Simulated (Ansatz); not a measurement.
`[GeH3][CH2][GeH3]` → `[CH3][GeH2][GeH3]`  (isomerisation)

Gas-phase electronic energies from Ansatz, PBE0-D4/def2-TZVP geometries. CCSD(T)/CBS adds triple-zeta CCSD(T) − MP2 to the extrapolated MP2 energy (def2 sets, frozen cores). Functionals use def2-TZVPP. For Ge outer-core shells are correlated without core-valence functions, which leaves a few kJ/mol of doubt a bond. Scalar relativity is left out up to krypton.

`[GeH3][CH2][GeH3]`:

Z-matrix (Å, degrees):
```
Ge
C 1 1.955
H 1 1.539 2 109.9
H 1 1.540 2 110.7 3 120.2
H 1 1.539 2 109.9 3 -119.6
Ge 2 1.955 1 113.8 3 59.7
H 2 1.092 1 108.8 3 -178.7
H 2 1.092 1 108.8 3 -61.8
H 6 1.539 2 109.9 1 -59.7
H 6 1.539 2 109.9 1 59.9
H 6 1.540 2 110.7 1 -179.9
```

`[CH3][GeH2][GeH3]`:

Cartesian coordinates in Å:
```
C -0.385 1.360 -1.122
Ge -0.795 -0.344 -0.248
Ge 0.995 -0.999 1.248
H 0.533 1.273 -1.703
H -0.254 2.144 -0.375
H -1.198 1.645 -1.790
H -0.997 -1.442 -1.312
H -2.107 -0.219 0.552
H 1.208 0.072 2.333
H 2.315 -1.156 0.471
H 0.685 -2.335 1.945
```

```csv
level,ΔE (kJ/mol),difference from CCSD(T)/CBS
r2SCAN0-D4,-47.8,-7.1
ωB97M-V,-43.9,-3.2
PBE-QIDH,-43.8,-3.1
PBE,-52.7,-12.0
r2SCAN,-48.6,-7.9
r2SCAN0,-48.1,-7.4
RPA@PBE/def2-TZVPP,-36.9,3.8
CCSD/def2-SVP,-38.1,2.6
MP2/def2-TZVPP,-38.5,2.2
SCS-MP2/def2-QZVPP,-37.2,3.5
CCSD(T)/CBS,-40.7,0
```

Largest T1 diagnostic among the species: 0.011.

Leaving LDA and LC-ωPBE aside and taking each functional with its dispersion term where it has one, the values, not all of them listed here, spread over 11.0 kJ/mol, from PBE-D4 to B97M-V. LDA lies +4.9 kJ/mol from PBE without D4. From BLYP to BHLYP (50 % exact exchange), in def2-TZVPP and without D4, ΔE moves by +5.9 kJ/mol. At CCSD(T), def2-SVP lies +3.1 kJ/mol from the extrapolated value and def2-TZVPP +0.5 kJ/mol.

CCSD(T)/CBS has its own doubt, a few kJ/mol and more with outer-core shells, so smaller differences from it don't rank the levels.
